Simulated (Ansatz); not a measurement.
Relaxation of GaH6O2P (10 atoms, charge 0, multiplicity 1), to a largest force component of 0.03 eV/Å in at most 50 steps.

All numbers below come from RKS B3LYP/def2-mTZVP in Ansatz.

```xyz
10
Properties=species:S:1:pos:R:3
Ga 0.256 0.634 -0.298
O -0.427 -0.228 2.474
H -1.323 -0.482 2.742
O 1.801 -0.269 -0.552
H 1.709 -1.111 -1.017
H -1.071 0.124 -0.960
P 0.530 2.530 0.982
H 1.869 2.808 0.599
H -0.071 3.449 0.076
H -0.362 0.737 2.677
```

Problem. Where does it end, and by what steps?

Solution. It converged. The force dipped under the threshold on the way, but the program's further checks kept it going. After 20 steps the energy has fallen by 0.217 eV; H3 moved furthest, 0.63 Å. Joined: Ga1–O2.

```csv
step,energy less start (eV),largest force component (eV/Å),accepted
0,0.0000,0.783,yes
1,0.0101,1.616,no
2,-0.0399,0.601,yes
3,-0.0769,0.739,yes
4,-0.1325,0.649,yes
5,-0.1761,0.571,yes
6,-0.1844,0.301,yes
7,-0.1711,1.092,no
8,-0.2010,0.144,yes
9,-0.2102,0.057,yes
10,-0.2087,0.178,no
11,-0.2120,0.189,yes
12,-0.2136,0.127,yes
13,-0.2144,0.100,yes
14,-0.2152,0.066,yes
15,-0.2148,0.113,no
16,-0.2157,0.016,yes
17,-0.2162,0.040,yes
18,-0.2164,0.063,yes
19,-0.2166,0.049,yes
20,-0.2168,0.016,yes
```

```xyz
10
Properties=species:S:1:pos:R:3
Ga 0.206 0.627 0.041
O -0.405 -0.297 2.030
H -1.369 -0.330 2.129
O 1.743 -0.306 -0.226
H 1.627 -1.166 -0.647
H -1.135 0.188 -0.667
P 0.675 2.737 0.978
H 1.844 2.981 0.208
H -0.189 3.485 0.130
H -0.085 0.272 2.748
```

Whether the end is a true minimum wasn't checked by a vibrational analysis.

Time of the run: 96 s on 4 threads of Intel(R) Xeon(R) Platinum 8259CL CPU @ 2.50GHz (Skylake/Cascade Lake) (shared host), peak memory 0.33 GiB.
